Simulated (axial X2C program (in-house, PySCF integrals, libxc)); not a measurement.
Excited states of HfN⁺ by EOM-EE-CCSD

Calculated with an in-house all-electron X2C program for linear molecules (integrals from PySCF): two-component X2C with atomic mean-field Coulomb and Gaunt terms, Gaussian nuclei, basis Hf dyall-acv3z, N dyall-av3z with contracted cores.

R = 1.667 Å (near the PBE0 minimum at charge 1 of the determinant lowest at the starting distance; the state shown can have its own minimum elsewhere).

Hartree–Fock spinors of HfN⁺ (one of each Kramers pair; a window near the gap, which can cut inner shells):

```
  ω  occupied  ε (eV)                    character
1/2       yes  -29.21  58% N s, 18% Hf d, 10% Hf p
1/2       yes  -15.69   55% N p, 36% Hf d, 3% Hf f
3/2       yes  -15.57   55% N p, 37% Hf d, 3% Hf f
1/2       yes  -15.20   57% N p, 28% Hf d, 6% Hf p
1/2        no   -6.47  60% Hf s, 12% N p, 12% Hf p
1/2        no   -4.20  64% Hf p, 22% Hf d, 12% N p
3/2        no   -4.03   73% Hf d, 18% Hf p, 4% N p
3/2        no   -3.97   48% Hf p, 41% Hf d, 9% N p
5/2        no   -3.88             93% Hf d, 4% N d
1/2        no   -3.28   44% Hf p, 35% Hf d, 9% N p
```

Vertical excitation energies from the closed-shell determinant state of HfN⁺:

```json
{"Ω": "0⁻", "excitation (eV)": "1.001", "cm⁻¹": "8074", "hole of the leading pair": "56% N pσ, 27% Hf dσ, 6% Hf pσ", "particle of the leading pair": "57% Hf sσ, 15% N pσ, 13% Hf dσ", "weight of the pair (for Ω = 0 its time-reversed partner can hold as much again)": "0.46", "singles weight": "0.93"}
{"Ω": "1", "excitation (eV)": "1.003", "cm⁻¹": "8089", "hole of the leading pair": "56% N pσ, 27% Hf dσ, 7% Hf pσ", "particle of the leading pair": "57% Hf sσ, 15% N pσ, 13% Hf dσ", "weight of the pair (for Ω = 0 its time-reversed partner can hold as much again)": "0.92", "singles weight": "0.93"}
{"Ω": "0⁺", "excitation (eV)": "1.223", "cm⁻¹": "9866", "hole of the leading pair": "55% N pσ, 27% Hf dσ, 6% Hf pσ", "particle of the leading pair": "58% Hf sσ, 15% N pσ, 12% Hf dσ", "weight of the pair (for Ω = 0 its time-reversed partner can hold as much again)": "0.45", "singles weight": "0.91"}
{"Ω": "2", "excitation (eV)": "1.807", "cm⁻¹": "14573", "hole of the leading pair": "55% N pπ, 37% Hf dπ", "particle of the leading pair": "57% Hf sσ, 15% N pσ, 14% Hf dσ", "weight of the pair (for Ω = 0 its time-reversed partner can hold as much again)": "0.91", "singles weight": "0.94"}
{"Ω": "1", "excitation (eV)": "1.841", "cm⁻¹": "14850", "hole of the leading pair": "55% N pπ, 37% Hf dπ", "particle of the leading pair": "57% Hf sσ, 15% N pσ, 14% Hf dσ", "weight of the pair (for Ω = 0 its time-reversed partner can hold as much again)": "0.64", "singles weight": "0.94"}
{"Ω": "0⁻", "excitation (eV)": "1.898", "cm⁻¹": "15308", "hole of the leading pair": "54% N pπ, 36% Hf dπ", "particle of the leading pair": "57% Hf sσ, 15% N pσ, 14% Hf dσ", "weight of the pair (for Ω = 0 its time-reversed partner can hold as much again)": "0.44", "singles weight": "0.94"}
{"Ω": "0⁺", "excitation (eV)": "1.910", "cm⁻¹": "15402", "hole of the leading pair": "54% N pπ, 36% Hf dπ", "particle of the leading pair": "57% Hf sσ, 15% N pσ, 14% Hf dσ", "weight of the pair (for Ω = 0 its time-reversed partner can hold as much again)": "0.44", "singles weight": "0.93"}
{"Ω": "1", "excitation (eV)": "2.094", "cm⁻¹": "16888", "hole of the leading pair": "56% N pσ, 28% Hf dσ, 6% Hf pσ", "particle of the leading pair": "94% Hf dδ", "weight of the pair (for Ω = 0 its time-reversed partner can hold as much again)": "0.80", "singles weight": "0.92"}
{"Ω": "1", "excitation (eV)": "2.109", "cm⁻¹": "17009", "hole of the leading pair": "55% N pπ, 36% Hf dπ", "particle of the leading pair": "57% Hf sσ, 15% N pσ, 13% Hf dσ", "weight of the pair (for Ω = 0 its time-reversed partner can hold as much again)": "0.64", "singles weight": "0.93"}
{"Ω": "2", "excitation (eV)": "2.150", "cm⁻¹": "17341", "hole of the leading pair": "56% N pσ, 28% Hf dσ, 6% Hf pσ", "particle of the leading pair": "94% Hf dδ", "weight of the pair (for Ω = 0 its time-reversed partner can hold as much again)": "0.88", "singles weight": "0.92"}
```

This point took 58 s on 1 thread of Arm Neoverse V1, with other jobs on the host.

Reference electrons by ω block (each with its −ω partner): 1/2: 23, 3/2: 11, 5/2: 4, 7/2: 1. 16 electrons of HfN⁺ correlated (inner shells frozen), 88 natural virtual spinors (a truncated set); levels can be off by some tenths of an eV. Roots sought by Ω: (0: 5, 1: 4, 2: 3, 3: 1); the list ends where they run out and leaves out roots under 60 % singles weight. The solver can skip a root, and states that need a further excitation, which the method places far too high, are missing though they may lie low or lowest. T1 of the reference 0.031 (Lee–Taylor). Number of frozen shells: Hf 4 s, 3 p, 2 d, 1 f; N 1 s. Large amplitudes in the reference (orbital relaxation or multireference character) lower the reliability.
